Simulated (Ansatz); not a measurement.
Species: stibine, SbH₃, charge 0, multiplicity 1. 
Coordinates optimised at B3LYP-D3(BJ)/def2-TZVP (Ansatz, an electronic-structure program):
```
Sb
H 1 1.7138
H 1 1.7138 2 91.40
H 1 1.7138 2 91.40 3 91.44
```

Total electronic energies in hartree. Cores are frozen in the correlated levels unless marked. Spin-orbit coupling is left out. The frozen core is the preceding noble-gas configuration, with the filled d and f shells of earlier blocks. In def2 rows, elements after Kr have scalar-relativistic effective core potentials. Basis-set limits of correlation are two-point, X^-3; Hartree-Fock from the larger set. The bracket is a focal-point correction in the basis named.

```tsv
level	program	energy (Eh)
RI-HF/def2-TZVPPD	Ansatz	-240.98042
BLYP-D3(BJ)/def2-TZVPD	Ansatz + dftd3	-241.97704
r2SCAN-D3(BJ)/def2-TZVPD	Ansatz + dftd3	___
BHLYP/def2-TZVPD	Ansatz	-241.95927
B2PLYP/def2-TZVPD	Ansatz	___
MP2/def2-TZVPP	Ansatz	-241.12035
RI-MP2/CBS(def2-TZVPP,def2-QZVPP)	Ansatz	-241.1415
SCS-MP2/def2-SVPD	Ansatz	-241.09393
CCSD/def2-SVP	Ansatz	-241.10618
CCSD/def2-QZVPPD	Ansatz	-241.15955
CCSD(T)/def2-SVPD	Ansatz	-241.11699
CCSD(T)/def2-TZVPPD	Ansatz	-241.15448
CCSDT(Q)/def2-SVP	Ansatz	-241.10979
RI-MP2/CBS(def2-TZVPPD,def2-QZVPPD)+[CCSD(T)-MP2]/def2-TZVPPD	Ansatz	-241.1744
CCSD(T)/CBS(def2-TZVPPD,def2-QZVPPD)	Ansatz	-241.1718
```

**Question.** Fill in the missing entries.

**Answer.** 
- r2SCAN-D3(BJ)/def2-TZVPD, energy (Eh): -242.11946
- B2PLYP/def2-TZVPD, energy (Eh): -241.74017
